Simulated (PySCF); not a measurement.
C5H3F3OS.
SMILES with atom numbers: `[F:1][C:2]([F:3])([F:4])[S:5][c:6]1[cH:7][cH:8][cH:9][o:10]1` (hydrogens: H11 on C7; H12 on C8; H13 on C9)

Torsions of this conformer, `[F:1][C:2]([F:3])([F:4])[S:5][c:6]1[cH:7][cH:8][cH:9][o:10]1`: F1–C2–S5–C6 61°, C2–S5–C6–C7 -93°.

The closed-shell ground state was solved at several levels (PySCF, density fitting, gas phase, non-relativistic). Isolated species at its PBE0-D3(BJ)/def2-SVP geometry (one conformer only).

```tsv
level	basis functions	total energy (Eh)	HOMO (eV)	LUMO (eV)	gap (eV)	dipole (D)
KT2/pcSseg-1	192	-976.6889	-6.20	-1.79	4.41	2.45
CAM-B3LYP/def2-SVPD	243	-964.5588	-8.56	0.07	8.63	2.82
```

Problem. Estimate the row for PBE0/pcSseg-1, a basis of 192 functions; the other rows only guide the guess.

Solution. Total energy -964.4636 Eh, HOMO -7.27 eV, LUMO -0.89 eV, gap 6.38 eV, dipole 2.59 D.

Problem. Over all these levels, which gives the widest orbital gap and which the narrowest?

Solution. CAM-B3LYP/def2-SVPD (range-separated hybrid) has the widest, 8.63 eV, and KT2/pcSseg-1 (GGA) the narrowest, 4.41 eV. Functional and basis both differ between the two, so the spread mixes both effects.

Problem. How far do the dipole and the HOMO energy spread over the levels?

Solution. The dipole runs from 2.45 to 2.82 D (mean 2.62 D) and the HOMO from -8.56 to -6.20 eV.
